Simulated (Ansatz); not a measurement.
The same path of F3HSi + H2O (8 atoms, charge 0, multiplicity 1) was run twice with different band settings. Lost on the way: Si1–H2, O6–H8. Made: Si1–O6, H2–H8.

All numbers below come from Ansatz, RKS B3LYP/def2-SVP.

Relaxed end points:

```xyz
8
Properties=species:S:1:pos:R:3
Si 0.254 0.021 0.030
H 0.559 0.442 1.393
F 1.647 0.074 -0.786
F -0.712 1.002 -0.816
F -0.223 -1.513 -0.146
O -1.989 -0.087 1.241
H -2.544 0.435 0.643
H -2.255 -1.004 1.075
```

```xyz
8
Properties=species:S:1:pos:R:3
Si -0.219 -0.237 -0.881
H -1.433 0.879 3.508
F 1.305 -0.469 -0.450
F -0.345 1.208 -1.539
F -0.560 -1.346 -1.983
O -1.240 -0.301 0.382
H -1.392 -1.136 0.841
H -1.378 0.772 2.757
```

Common settings: movable images 7; climbing image yes; spring 5.0 eV/Å²; optimiser quadratic models (default); start path through a guess of the saddle point; iteration limit 60; end points relaxed.

| run | force threshold |
| --- | --- |
| 1 | 0.05 eV/Å |
| 2 | 0.2 eV/Å |

Q: What does each run give, and how far can it be trusted?

A: Run 1: converged after 42 iterations, highest image 1.616 eV above the first end. Neighbouring images differ by up to 1.9 eV, so the band resolves the path poorly. A vibrational analysis at the climbing image gives one clearly imaginary mode, 1359i cm⁻¹: a first-order saddle point.
Run 2: converged after 14 iterations, highest image 1.715 eV above the first end. The threshold of 0.2 eV/Å is loose, so the images may lie well off the minimum-energy path. Neighbouring images differ by up to 1.7 eV, so the band resolves the path poorly. The order of the stationary point at the top wasn't checked.
The orbitals stay closed-shell, which can raise the energy where a bond breaks towards radicals; this wasn't checked here.
